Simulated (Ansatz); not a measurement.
BClFHS (`FB(S)Cl`). Total charge 0; spin multiplicity 1. All single points use the PBE0-D4/def2-TZVP geometry. It is one conformer, not always the lowest.

```xyz
5

F     0.970    0.900    0.625
B     0.160    0.356   -0.261
S    -0.807   -1.108    0.111
Cl    0.028    1.088   -1.844
H    -0.350   -1.235    1.369
```

(1) What is the dipole moment at ωB97M-V/def2-TZVPP? (An estimate is asked.)

(2) And with PBE, r2SCAN, B3LYP? (Estimate.)

(3) Give the Mulliken charges with ωB97M-V, B3LYP, r2SCAN in def2-TZVPP. (Estimate.)

Results:

(1) The calculation gave: 1.15 D, with components (-0.18, -0.73, 0.88) D in this frame, pointing from negative to positive charge.

(2) Ansatz gave: PBE 1.15 D, r2SCAN 1.19 D, B3LYP 1.17 D.

(3) Ansatz gave: 
```json
{"atom": "F1", "ωB97M-V": "-0.21", "B3LYP": "-0.22", "r2SCAN": "-0.24"}
{"atom": "B2", "ωB97M-V": "0.32", "B3LYP": "0.38", "r2SCAN": "0.39"}
{"atom": "S3", "ωB97M-V": "-0.12", "B3LYP": "-0.14", "r2SCAN": "-0.12"}
{"atom": "Cl4", "ωB97M-V": "-0.11", "B3LYP": "-0.14", "r2SCAN": "-0.14"}
{"atom": "H5", "ωB97M-V": "0.12", "B3LYP": "0.12", "r2SCAN": "0.11"}
```

B3LYP here is the variant with VWN-RPA as its local correlation; programs differ in this.
